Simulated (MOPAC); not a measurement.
MOPAC input (PM6):

```
PM6 FORCE THERMO(298,298) PRECISE LET UHF MS=0.5 GEO-OK AUX(PRECISION=9) THREADS=1
C2H9Si2

C     1.84090207 1   -0.67485900 1    0.23458061 1
Si    0.13584613 1   -0.23955629 1   -0.39838274 1
C    -0.99308733 1   -1.72785578 1   -0.29909479 1
Si   -0.57364477 1    1.52265304 1    0.46047975 1
H     1.85501115 1   -0.93878996 1    1.30198684 1
H     2.23458665 1   -1.54596175 1   -0.31444778 1
H     2.56472726 1    0.14423331 1    0.09395050 1
H     0.23954045 1    0.12821247 1   -1.84217507 1
H    -1.99488744 1   -1.52574799 1   -0.70919976 1
H    -0.56708999 1   -2.55618619 1   -0.88918822 1
H    -1.13107550 1   -2.10300770 1    0.72456959 1
H    -0.63557540 1    1.85734496 1    1.93488077 1
H    -1.73552464 1    2.22063756 1   -0.22116287 1
```

From the output:

```
     H   13   2.416604

          HEAT OF FORMATION =      13.973703 KCALS/MOLE

          ZERO POINT ENERGY      54.632 KCAL/MOL

           NORMAL COORDINATE ANALYSIS (Total motion = 1 Angstrom)

   Root No.       1         2         3         4         5         6         7         8

                 1 A       2 A       3 A       4 A       5 A       6 A       7 A       8 A

                 101.1     102.6     116.7     130.0     157.0     212.4     312.8     374.5

           1   -0.0078    0.0035    0.0018   -0.0324    0.0003    0.0145    0.0091    0.0267
           2    0.0160   -0.0055    0.0025    0.0258    0.0114    0.0633   -0.0002   -0.0032
           3   -0.0319    0.0074    0.0159   -0.0326   -0.0241   -0.0020    0.0079    0.0147
           4   -0.0082    0.0036    0.0017   -0.0341    0.0000    0.0151    0.0066    0.0204
           5   -0.0024    0.0022    0.0037   -0.0172    0.0107   -0.0278   -0.0258   -0.0158
           6    0.0161   -0.0056    0.0036   -0.0005    0.0412   -0.0160    0.0030    0.0065
           7   -0.0081    0.0021   -0.0024    0.0285   -0.0114   -0.0604   -0.0044   -0.0044
           8   -0.0023    0.0027    0.0050   -0.0395    0.0145    0.0010   -0.0270   -0.0093
           9    0.0088    0.0048   -0.0101    0.0304   -0.0450    0.0019    0.0177    0.0065
          10    0.0111   -0.0038    0.0006    0.0322    0.0045    0.0128   -0.0034   -0.0407
          11   -0.0031   -0.0016   -0.0068    0.0179   -0.0178   -0.0119    0.0592    0.0131
          12    0.0001   -0.0028   -0.0075    0.0009   -0.0011    0.0130   -0.0141   -0.0184
          13   -0.0204    0.0140    0.0111   -0.0417   -0.0367    0.0607    0.0314    0.0741
          14    0.1490    0.1167    0.0659    0.0086   -0.0276    0.0859    0.0113   -0.0004
          15   -0.1018   -0.0460   -0.0100   -0.0291   -0.0236    0.0102    0.0142    0.0388
          16    0.0226   -0.0042   -0.0027   -0.0037    0.0345    0.0539    0.0206   -0.0079
          17   -0.0961   -0.1190   -0.0538    0.0571    0.0473    0.1090    0.0154    0.0036
          18   -0.1239   -0.0687   -0.0217   -0.0238   -0.0144    0.0116    0.0132    0.0372
          19   -0.0228   -0.0003   -0.0034   -0.0482    0.0063   -0.0673   -0.0238    0.0106
          20    0.0088   -0.0186   -0.0029    0.0361    0.0154    0.1010    0.0145    0.0021
          21    0.0988    0.1462    0.0879   -0.0682   -0.0841   -0.0124    0.0086    0.0310
          22    0.0144   -0.0018    0.0004   -0.0370    0.0386    0.0081    0.0399    0.0914
          23   -0.0269    0.0161    0.0022   -0.0167   -0.0349   -0.0174   -0.0563   -0.0758
          24    0.0356   -0.0142    0.0035   -0.0020    0.0753   -0.0220    0.0312    0.0605
          25   -0.0074   -0.0022    0.0046    0.0311   -0.0152   -0.0661   -0.0047   -0.0073
          26    0.0012   -0.0011    0.0139   -0.0812    0.0168    0.0831   -0.0168    0.0317
          27    0.0314   -0.0983    0.1584    0.0409   -0.1251   -0.0045    0.0235    0.0040
          28    0.0085   -0.0808    0.1308    0.0588   -0.0779   -0.1081   -0.0048   -0.0279
          29   -0.0130    0.0378   -0.0549   -0.0102   -0.0192   -0.0121   -0.0076   -0.0128
          30   -0.0049    0.0617   -0.1041    0.0354   -0.0373    0.0139    0.0305    0.0144
          31   -0.0285    0.0890   -0.1457    0.0431    0.0487   -0.0989   -0.0138   -0.0232
          32    0.0059   -0.0285    0.0561   -0.0406    0.0437   -0.0372   -0.0515   -0.0313
          33   -0.0037    0.0553   -0.0936    0.0363   -0.0441    0.0146    0.0317    0.0157
          34    0.1680   -0.0971   -0.0793   -0.0085   -0.0178   -0.0367   -0.0962    0.1572
          35    0.0529   -0.0569   -0.0994   -0.0612   -0.2095    0.0191   -0.2979    0.0194
          36    0.0393   -0.0266   -0.0292   -0.0107   -0.0119    0.0014   -0.0467    0.0298
          37   -0.0259    0.0237    0.0278    0.1034    0.0243    0.0228   -0.0927    0.0335
          38   -0.0908    0.0702    0.0706    0.2488    0.0574    0.0081   -0.2187    0.2875
          39   -0.1469    0.0795    0.0510    0.0373   -0.0306    0.0703   -0.1007   -0.1503

   Root No.       9        10        11        12        13        14        15        16

                 9 A      10 A      11 A      12 A      13 A      14 A      15 A      16 A

                 439.0     582.2     612.1     622.1     686.1     766.0     771.4     799.2

           1    0.0087   -0.0036   -0.0005    0.0173   -0.0782    0.0590    0.0008    0.0015
           2   -0.0015   -0.0113   -0.0136   -0.0199   -0.0393   -0.0316    0.0155    0.0085
           3    0.0026   -0.0164    0.0025    0.0224   -0.0024   -0.0294   -0.0086   -0.0233
           4    0.0062   -0.0041   -0.0041    0.0003    0.0176   -0.0273    0.0058    0.0060
           5   -0.0165   -0.0019    0.0019   -0.0045   -0.0264    0.0172   -0.0355   -0.0163
           6    0.0487   -0.0000    0.0034   -0.0051    0.0038    0.0069   -0.0011    0.0237
           7   -0.0047   -0.0118   -0.0133   -0.0129    0.0642    0.0116   -0.0077   -0.0030
           8   -0.0196    0.0038    0.0183    0.0094    0.0606   -0.0056    0.0677    0.0053
           9    0.0049    0.0147   -0.0252   -0.0002   -0.0025    0.0054    0.0220   -0.0291
          10   -0.0027    0.0025    0.0033   -0.0064   -0.0009    0.0004   -0.0013   -0.0012
          11    0.0175   -0.0003   -0.0035    0.0018    0.0016   -0.0008    0.0019    0.0022
          12   -0.0487   -0.0003   -0.0047    0.0060   -0.0005    0.0004   -0.0019    0.0018
          13   -0.0592    0.1547    0.0386   -0.0630    0.0036    0.2587   -0.0063    0.0841
          14    0.0132    0.0282    0.0205    0.0279    0.0304    0.0304   -0.0134   -0.0003
          15   -0.0399    0.0512    0.0076   -0.0438    0.0040    0.0533    0.0005    0.0249
          16    0.1100   -0.0628    0.0528    0.2226    0.0248    0.0404   -0.0831   -0.1196
          17    0.0133    0.0267    0.0270    0.0351    0.0362    0.0265   -0.0201   -0.0153
          18   -0.0367    0.0405    0.0029   -0.0458    0.0036    0.0156    0.0108    0.0232
          19   -0.0168   -0.1101   -0.0879   -0.0853   -0.2929   -0.0953    0.0919    0.0364
          20    0.0145    0.0343    0.0283    0.0351    0.0670    0.0338   -0.0292   -0.0115
          21   -0.0361    0.0334    0.0006   -0.0381   -0.0027    0.0109    0.0029    0.0142
          22   -0.0270    0.1684    0.0787   -0.0794    0.0031   -0.2425   -0.1756   -0.0820
          23    0.0140    0.1038   -0.1319    0.1235    0.0057   -0.1077   -0.1695    0.2060
          24    0.0155    0.0122    0.1005   -0.0983   -0.0212   -0.0082   -0.0064   -0.1231
          25   -0.0063   -0.0032    0.0006   -0.0042    0.0395    0.0035    0.0009   -0.0003
          26   -0.0110   -0.1156   -0.1040   -0.0921    0.2969    0.0844   -0.0845   -0.0182
          27   -0.0212   -0.0291    0.0457   -0.0043   -0.0049   -0.0005   -0.0045    0.0153
          28   -0.0305    0.0097    0.1154    0.0383   -0.0368   -0.0357    0.0446    0.0586
          29   -0.0797   -0.0598    0.2151    0.0281    0.0000   -0.0493    0.0480    0.1234
          30   -0.0230   -0.0365    0.0552   -0.0076    0.0044   -0.0060   -0.0068    0.0271
          31    0.0078    0.0825   -0.0018    0.0432   -0.0327   -0.0206    0.1066   -0.0374
          32    0.0299    0.1336   -0.0882    0.0545   -0.0013   -0.0175    0.2043   -0.0931
          33   -0.0252   -0.0484    0.0548   -0.0149    0.0055    0.0046   -0.0431    0.0286
          34   -0.1222   -0.0075   -0.0149    0.0450   -0.0046    0.0002   -0.0219   -0.0507
          35    0.2597    0.0170    0.0369   -0.0469   -0.0023   -0.0068    0.0016    0.0171
          36   -0.0711   -0.0025   -0.0085    0.0178   -0.0030    0.0018   -0.0087   -0.0133
          37   -0.0027   -0.0015    0.0042    0.0002   -0.0021   -0.0001   -0.0015   -0.0056
          38   -0.0318   -0.0148   -0.0135    0.0378    0.0043   -0.0079    0.0084    0.0216
          39    0.1484    0.0094    0.0499   -0.0549   -0.0163    0.0128   -0.0197   -0.0828

   Root No.      17        18        19        20        21        22        23        24

                17 A      18 A      19 A      20 A      21 A      22 A      23 A      24 A

                 819.5     866.8    1209.4    1213.3    1215.3    1219.3    1222.3    1234.7

           1   -0.0628    0.0053   -0.0017   -0.0010    0.0071   -0.0370   -0.0079    0.0411
           2   -0.0113    0.0062   -0.0222    0.0097   -0.0052   -0.0023    0.0237    0.0020
           3   -0.0161   -0.0060   -0.0085   -0.0303   -0.0155   -0.0008   -0.0008    0.0015
           4    0.0602   -0.0050    0.0008    0.0002   -0.0004    0.0026    0.0013   -0.0014
           5    0.0327   -0.0126    0.0006   -0.0001   -0.0002    0.0021   -0.0011    0.0017
           6    0.0045    0.0056    0.0000    0.0006    0.0012    0.0001    0.0002    0.0001
           7   -0.0361    0.0042   -0.0198    0.0048    0.0022   -0.0107   -0.0254   -0.0155
           8   -0.0469    0.0102    0.0052   -0.0055    0.0051   -0.0396    0.0083   -0.0348
           9    0.0065   -0.0065    0.0078    0.0133   -0.0304   -0.0046   -0.0050    0.0003
          10   -0.0040   -0.0112   -0.0000   -0.0002   -0.0000   -0.0001   -0.0001    0.0002
          11    0.0019    0.0086   -0.0000    0.0001    0.0001   -0.0001    0.0001   -0.0002
          12   -0.0017   -0.0146    0.0000   -0.0002   -0.0001   -0.0000   -0.0000    0.0002
          13    0.0083    0.0140   -0.0422   -0.0565   -0.0651    0.1251    0.0472   -0.1382
          14    0.0077   -0.0008    0.1342   -0.1947   -0.0292    0.0473   -0.1633   -0.0390
          15    0.0064    0.0034   -0.0940    0.0525   -0.0288    0.0459    0.1086   -0.0574
          16   -0.0908   -0.0396   -0.0167    0.0931    0.0034    0.1210    0.0617   -0.1401
          17    0.0019   -0.0074    0.1732    0.1004    0.1025    0.0477   -0.1192   -0.0490
          18    0.0159    0.0062    0.1315    0.0091    0.0654   -0.0287   -0.1223    0.0381
          19   -0.1396    0.0302    0.0695   -0.0175   -0.0078    0.1377   -0.0299   -0.1451
          20    0.0314   -0.0080   -0.0479   -0.0197   -0.0133   -0.0667    0.0214    0.0722
          21    0.0013    0.0020    0.0594    0.2861    0.1377   -0.0064    0.0225   -0.0008
          22   -0.2165   -0.0091   -0.0048   -0.0078   -0.0035    0.0048    0.0004   -0.0019
          23   -0.0907    0.0764   -0.0032   -0.0006    0.0079    0.0047    0.0011    0.0029
          24   -0.0398   -0.0414   -0.0002   -0.0024   -0.0044   -0.0003   -0.0016   -0.0003
          25   -0.0197    0.0031   -0.0165   -0.0033    0.0155   -0.0103   -0.0145   -0.0157
          26   -0.1607    0.0185    0.0750   -0.0061   -0.0279    0.1488    0.0796    0.1503
          27    0.0052    0.0024   -0.0692   -0.1259    0.2780    0.0508    0.0495    0.0047
          28   -0.0006    0.0161    0.1565    0.0444   -0.1761    0.0314    0.1142    0.0829
          29   -0.0324    0.0354   -0.0690    0.0459   -0.0353    0.1267   -0.0910    0.1046
          30   -0.0053    0.0068   -0.1113    0.0184    0.0372    0.0714   -0.1160    0.0361
          31    0.0069   -0.0031    0.0901   -0.1008    0.1356    0.0886    0.1831    0.0896
          32   -0.0088   -0.0079   -0.0760    0.0263    0.0011    0.1348   -0.0812    0.1055
          33   -0.0008    0.0032    0.0905   -0.0481    0.0316   -0.0720    0.1223   -0.0477
          34    0.0597    0.3189   -0.0003    0.0008   -0.0002    0.0003    0.0005   -0.0042
          35   -0.0322   -0.1294   -0.0001   -0.0005    0.0000    0.0002   -0.0004    0.0012
          36    0.0141    0.0732   -0.0001    0.0002   -0.0002    0.0000    0.0001   -0.0003
          37    0.0040    0.0062   -0.0001   -0.0001   -0.0001   -0.0002   -0.0001    0.0006
          38    0.0114   -0.0595   -0.0001   -0.0004   -0.0000    0.0000    0.0005    0.0007
          39    0.0377    0.3436   -0.0005    0.0016   -0.0003    0.0003    0.0008   -0.0046

   Root No.      25        26        27        28        29        30        31        32

                25 A      26 A      27 A      28 A      29 A      30 A      31 A      32 A
```
